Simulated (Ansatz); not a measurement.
Reaction (SMILES): [Cl][Ga] (Cl-Ga) (closed-shell singlet) → Cl atom + Ga atom
B3LYP-D3(BJ)/def2-TZVP geometries, fixed; electronic energies without zero-point terms.
Largest species:
```xyz
2

Ga     0.0000     0.0000    -0.7929
Cl     0.0000     0.0000     1.4460
```
Charge 0, spin multiplicity 1.

How fast the atomisation energy converges with the basis for several methods (Ansatz, a program for electronic structure): deviation from each method's own reference, in kcal/mol. References: CCSD(T) 113.40 kcal/mol, Hartree-Fock in aug-cc-pV(Q+d)Z plus the correlation part extrapolated as X^-3 from aug-cc-pV(T+d)Z and aug-cc-pV(Q+d)Z; HF 83.52 kcal/mol, the value in pcseg-4; MP2 117.61 kcal/mol, Hartree-Fock in aug-cc-pV(Q+d)Z plus the correlation part extrapolated as X^-3 from aug-cc-pV(T+d)Z and aug-cc-pV(Q+d)Z; PBE 113.94 kcal/mol, the value in aug-cc-pV(5+d)Z; PBE0 111.23 kcal/mol, the value in aug-cc-pV(5+d)Z; wB97M-V 112.68 kcal/mol, the value in aug-cc-pV(5+d)Z. Cartesian d functions, on some or all atoms, in 6-31G, 6-31G**; all else is spherical. In correlated methods cores are frozen (with 3d on Ga to Br). Open shells are unrestricted. No added dispersion term, no relativity. Functionals ending in -V hold VV10 correlation. 

```tsv
basis	functions	CCSD(T)	HF	MP2	PBE	PBE0	wB97M-V
6-31G	42	-19.61	-6.88	-24.60	-4.54	-6.12	-6.78
pcseg-1	45	-11.82	-2.16	-11.95	-1.57	-1.94	-2.23
def2-SVP	50	-10.30	-0.38	-11.32	1.07	0.34	0.39
6-31G**	54	-11.15	-2.13	-12.67	-2.23	-2.45	-2.39
aug-pcseg-1	63	-9.05	-0.88	-8.85	-1.19	-1.16	-1.57
aug-cc-pV(D+d)Z	68	-8.62	-0.66	-7.97	-0.87	-0.83	-0.89
pcseg-2	77	-5.94	-0.84	-5.94	-0.83	-0.89	-0.86
def2-TZVPP	90	-4.59	0.11	-4.08	0.60	0.39	0.59
aug-cc-pV(T+d)Z	114	-4.03	-0.13	-3.43	0.09	0.04	0.33
cc-pV(Q+d)Z	132	-2.29	-0.14	-2.02	0.04	0.02	0.14
def2-QZVPPD	174	-2.06	-0.01	-1.79	0.05	0.05	0.16
aug-pcseg-3	182	-2.04	-0.08	-1.74	-0.14	-0.10	-0.07
```

Mean absolute deviation over pcseg-2, def2-TZVPP, aug-cc-pV(T+d)Z: HF 0.36, PBE0 0.44, PBE 0.51, wB97M-V 0.59, MP2 4.48, CCSD(T) 4.85 kcal/mol.
